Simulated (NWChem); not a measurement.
A series in which one site is exchanged, each optimised at PBE0/def2-SVP with NWChem, gas phase unless a solvent is named. Some are not confirmed as minima by frequencies. def2 effective core potentials on Sn; no spin-orbit coupling.

A: FC(Cl)Cl (CHCl₂F; site = C)
B: [F][SnH]([Cl])[Cl] (SnHCl2F; site = Sn)
C: [F][GeH]([Cl])[Cl] (GeHCl$_{2}$F; site = Ge)
D: Cl[SiH](F)Cl (SiHCl₂F; site = Si)

```
quantity                                                     A     B  C      D
--------------------------------------------------------  ----  ----  -  -----
dipole (D), PBE0/def2-SVP                                 1.32  2.62  ?   1.20
orbital gap (eV), PBE0/def2-SVP                           9.27  7.13  ?  10.03
static polarisability, CAM-B3LYP/def2-SVPD (bohr³)        43.2  64.9  ?   51.1
lowest singlet excitation, CAM-B3LYP/def2-SVPD, TDA (eV)  7.23  5.92  ?   8.32
```

Q: What belongs in the gaps?

A: 
- dipole (D), PBE0/def2-SVP, C: 1.87
- orbital gap (eV), PBE0/def2-SVP, C: 8.52
- static polarisability, CAM-B3LYP/def2-SVPD (bohr³), C: 56.0
- lowest singlet excitation, CAM-B3LYP/def2-SVPD, TDA (eV), C: 7.02
